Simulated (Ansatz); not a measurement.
Total energies of C7H20N2Si2 (`C[Si](C)(C)/N=C/N[Si](C)(C)C`).

| atom | x (Å) | y (Å) | z (Å) |
| --- | --- | --- | --- |
| C1 | -1.585 | 0.558 | -3.246 |
| Si2 | -1.748 | -0.187 | -1.529 |
| C3 | -2.017 | -2.033 | -1.673 |
| C4 | -3.198 | 0.597 | -0.644 |
| N5 | -0.341 | 0.066 | -0.561 |
| C6 | 0.719 | 0.671 | -0.902 |
| N7 | 1.779 | 0.819 | -0.063 |
| Si8 | 1.807 | 0.191 | 1.589 |
| C9 | 3.495 | 0.696 | 2.221 |
| C10 | 1.642 | -1.665 | 1.578 |
| C11 | 0.463 | 0.987 | 2.605 |
| H12 | -1.433 | 1.641 | -3.205 |
| H13 | -0.750 | 0.120 | -3.800 |
| H14 | -2.493 | 0.377 | -3.828 |
| H15 | -2.932 | -2.261 | -2.227 |
| H16 | -2.100 | -2.487 | -0.683 |
| H17 | -1.181 | -2.510 | -2.191 |
| H18 | -3.062 | 1.677 | -0.552 |
| H19 | -3.300 | 0.186 | 0.364 |
| H20 | -4.135 | 0.418 | -1.178 |
| H21 | 0.875 | 1.125 | -1.895 |
| H22 | 2.568 | 1.317 | -0.442 |
| H23 | 4.298 | 0.255 | 1.623 |
| H24 | 3.620 | 1.782 | 2.214 |
| H25 | 3.631 | 0.358 | 3.252 |
| H26 | 0.687 | -1.952 | 1.137 |
| H27 | 1.690 | -2.064 | 2.595 |
| H28 | 2.443 | -2.128 | 0.996 |
| H29 | 0.493 | 0.625 | 3.637 |
| H30 | 0.576 | 2.074 | 2.625 |
| H31 | -0.514 | 0.750 | 2.182 |

Total charge 0; spin multiplicity 1. All single points use the PBE0-D4/def2-TZVP geometry. It is one conformer, not always the lowest. Basis def2-TZVPP, the Gaussian-basis code of Ansatz.

RPA on PBE orbitals: Hartree–Fock energy of these orbitals -963.67330 Eh, correlation -3.15699 Eh (frozen core).

```csv
functional,energy without D4 (Eh),D4 term (kJ/mol)
LDA (SPW92),-961.72207,–
PBE,-966.74578,-85.0
revPBE,-967.32618,-240.0
BLYP,-967.36048,-178.6
r2SCAN,-967.30130,-24.9
B97M-V,-967.43873,–
PBE0,-966.86500,-73.7
r2SCANh,-967.28298,-26.3
r2SCAN0,-967.25777,-28.7
HSE06 (plane-wave form),-966.82831,-69.1
CAM-B3LYP,-967.38137,-75.4
ωB97M-V,-967.34374,–
B2PLYP,-966.98687,–
PBE-QIDH,-966.64952,–
```

Task: Give the same for B3LYP, BHLYP, LC-ωPBE, ωB97X-V. (An estimate is asked.)

Result: Computed: 
| functional | energy without D4 (Eh) | D4 term (kJ/mol) |
| --- | --- | --- |
| B3LYP | -967.64084 | -133.5 |
| BHLYP | -967.33879 | -101.3 |
| LC-ωPBE | -967.16380 | – |
| ωB97X-V | -967.38681 | – |

B3LYP takes the VWN-RPA correlation (the form of Gaussian; ORCA's B3LYP/G). HSE06 is the plane-wave form, built on full-range PBE exchange. The double hybrids freeze the cores in their second-order part.

LC-ωPBE has ω = 0.4 bohr⁻¹.
